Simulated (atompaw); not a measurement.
Logarithmic derivatives: Re (Z = 75), PAW (atompaw)

- Element: Re
- Generator: atompaw 4.2.0.5
- Type: PAW
- Functional: LDA (PW92)
- Relativity: scalar-relativistic
- Frozen core: [Kr] 4d10
- Valence charge: 29
- Reference configuration: 4f14 5s2 5p6 5d5 6s1.75 6p0.25
- Partial waves: 5s (bound): rc 1.25 bohr; 6s (bound): rc 2.00 bohr; 5p (bound): rc 2.00 bohr; 6p (bound): rc 2.00 bohr; 5d (bound): rc 1.80 bohr; 5d channel at 0.3 Ry: rc 1.80 bohr; 4f (bound): rc 0.50 bohr; 4f channel at 0.25 Ry: rc 0.50 bohr
- Local potential: troulliermartins scheme with l = 4 at 0 Ry, radius 1.35 bohr
- Core correction: smooth core density matched at 1.20 bohr
- Augmentation charge: sinc compensation charge, radius 1.70 bohr; PAW radius 2.00 bohr; waves and projectors: custom polynom vanderbiltortho

The phase is arctan(r·u′/u) with u = r·R(r), unwrapped; energies in Ry, scanned from -8 to 5 Ry. A pole is an energy at which the radial function vanishes at the test radius. The pseudo phase is shifted by a multiple of π to meet the all-electron one at the reference energy, and phase errors are pseudo minus all-electron; the curves can meet again beyond the range given. Levels narrower than the energy grid can be missing from the lists of poles.

**Question.** For each channel, where are the poles, and over which energies does the pseudopotential scatter like the atom?

**Answer.**

```json
{"channel": "s", "radius (bohr)": "2.00", "reference energy (Ry)": "-0.48", "poles, all-electron": "-6.09", "poles, pseudo": "-6.10, 0.67", "unbroken range about the reference energy with phases within 0.05 rad": "below 0.3", "phase error 1 Ry above the reference energy (rad)": "-0.202"}
{"channel": "p", "radius (bohr)": "2.00", "reference energy (Ry)": "-0.12", "poles, all-electron": "-2.94", "poles, pseudo": "-2.94", "unbroken range about the reference energy with phases within 0.05 rad": "the whole range", "phase error 1 Ry above the reference energy (rad)": "-0.000"}
{"channel": "d", "radius (bohr)": "2.00", "reference energy (Ry)": "-0.44", "poles, all-electron": "1.34", "poles, pseudo": "1.34", "unbroken range about the reference energy with phases within 0.05 rad": "the whole range", "phase error 1 Ry above the reference energy (rad)": "+0.000"}
{"channel": "f", "radius (bohr)": "2.00", "reference energy (Ry)": "-3.16", "poles, all-electron": "-3.13", "poles, pseudo": "-3.13", "unbroken range about the reference energy with phases within 0.05 rad": "the whole range", "phase error 1 Ry above the reference energy (rad)": "+0.000"}
```

A Bessel basis up to 400 Ry misses an occupied level by 0.06 Ry, so cutoffs and ghosts were not judged.

Phases in the f channel:

```csv
E (Ry),all-electron,pseudo
-8.00,1.405,1.405
-7.52,1.401,1.401
-7.04,1.396,1.396
-6.56,1.390,1.390
-6.08,1.384,1.384
-5.60,1.377,1.377
-5.12,1.369,1.369
-4.64,1.360,1.360
-4.16,1.348,1.348
-3.68,1.328,1.328
-3.20,0.760,0.760
-2.72,-1.793,-1.793
-2.24,-1.820,-1.820
-1.76,-1.841,-1.841
-1.28,-1.865,-1.865
-0.80,-1.893,-1.893
-0.32,-1.928,-1.928
0.16,-1.974,-1.974
0.64,-2.040,-2.040
1.12,-2.138,-2.138
1.60,-2.299,-2.299
2.08,-2.594,-2.594
2.56,-3.127,-3.127
3.04,-3.751,-3.750
3.52,-4.149,-4.149
4.00,-4.363,-4.362
4.48,-4.487,-4.487
4.96,-4.569,-4.568
```
